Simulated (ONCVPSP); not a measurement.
**bismuth: ONCV pseudisation with PBE, fully relativistic reference atom.**

bismuth, optimised norm-conserving Vanderbilt (ONCV), made with ONCVPSP 4.0.1 (PBE, fully relativistic). Core [Kr] 4d10 4f14, reference 5s2 5p6 5d10 6s1.5 6p3.5. Waves: 5s+6s: rc 1.30 bohr, ncon 4, nbas 7, qcut 11.3 1/bohr, 2 projectors; 5p+6p: rc 1.50 bohr, ncon 3, nbas 7, qcut 7.6 1/bohr, 2 projectors; 5d: rc 1.75 bohr, ncon 4, nbas 8, qcut 7.1 1/bohr, 1 projector. Local part: polynomial inside 1.25 bohr (lpopt 5, dvloc0 0 Ha). Core correction: Teter function, fcfact 5.5, rcfact 1.7.

Open shells are filled in proportion to 2j + 1.

All-electron outer shells of the reference configuration (PBE, scalar-relativistic, ld1.x):

| shell | level (eV) | outermost node (bohr) | outermost maximum (bohr) |
| --- | --- | --- | --- |
| 4d | -430.96 | 0.19 | 0.38 |
| 5s | -158.68 | 0.44 | 0.77 |
| 4f | -153.49 | – | 0.34 |
| 5p | -96.74 | 0.48 | 0.86 |
| 5d | -27.90 | 0.51 | 1.03 |
| 6s | -15.00 | 0.98 | 1.86 |
| 6p | -4.91 | 1.14 | 2.44 |

**Question.** Estimate the cutoffs (Ha) at which the residual kinetic energy of the hardest occupied pseudo-wave falls to 1 and 0.1 mHa per electron.

**Answer.** 43 Ha and 50 Ha.

**Question.** Does the potential have ghost states?

**Answer.** Ghosts flagged at negative energy: s at -264.9 eV; no localised positive-energy state flagged. A true bound ghost makes a file unfit for plane-wave use.

**Question.** Tests: 5s2 5p6 5d10 6s2 6p3; 5s2 5p6 5d10 6s2 6p2; 5s2 5p6 5d10 6s2 6p1; 5s2 5p6 5d9 6s2 6p3. Which has the largest error in its energy relative to the reference configuration, and how large is it?

**Answer.** 5s2 5p6 5d9 6s2 6p3, with -10 meV (all-electron minus pseudo) on +28.29 eV.
